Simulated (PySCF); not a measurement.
C₄H₆FIn. Atoms are numbered in the order given.

```xyz
12

In    -0.0782     0.0413     0.0000
F     -1.8991    -0.7958     0.0000
C     -0.1902     2.1822     0.0000
C      0.8916     2.9851     0.0000
H     -1.1991     2.6324     0.0000
H      0.7986     4.0874     0.0000
H      1.9258     2.5981     0.0000
C      1.2663    -1.6279     0.0000
C      0.7134    -2.8569     0.0000
H      2.3637    -1.5078     0.0000
H      1.3282    -3.7767     0.0000
H     -0.3823    -2.9926     0.0000
```

The structure is a stationary point at PBE-D3(BJ)/def2-SVP. The def2 effective core potentials stand for the cores of In; spin–orbit coupling is left out. Other conformers were not sampled.

Computed with B3LYP/def2-TZVP run with PySCF.

Symmetry labels are those of the subgroup Cs that the program uses (full group Cs).

Computed valence orbital energies around the gap with their symmetry:
```json
[
 {"orbital": "HOMO−7", "symmetry": "A'", "energy (eV)": "-11.28"},
 {"orbital": "HOMO−6", "symmetry": "A'", "energy (eV)": "-10.53"},
 {"orbital": "HOMO−5", "symmetry": "A\"", "energy (eV)": "-9.20"},
 {"orbital": "HOMO−4", "symmetry": "A'", "energy (eV)": "-9.14"},
 {"orbital": "HOMO−3", "symmetry": "A'", "energy (eV)": "-8.69"},
 {"orbital": "HOMO−2", "symmetry": "A\"", "energy (eV)": "-8.11"},
 {"orbital": "HOMO−1", "symmetry": "A\"", "energy (eV)": "-7.86"},
 {"orbital": "HOMO", "symmetry": "A'", "energy (eV)": "-7.66"},
 {"orbital": "LUMO", "symmetry": "A\"", "energy (eV)": "-1.98"},
 {"orbital": "LUMO+1", "symmetry": "A'", "energy (eV)": "-0.87"},
 {"orbital": "LUMO+2", "symmetry": "A\"", "energy (eV)": "-0.59"},
 {"orbital": "LUMO+3", "symmetry": "A'", "energy (eV)": "0.06"}
]
```
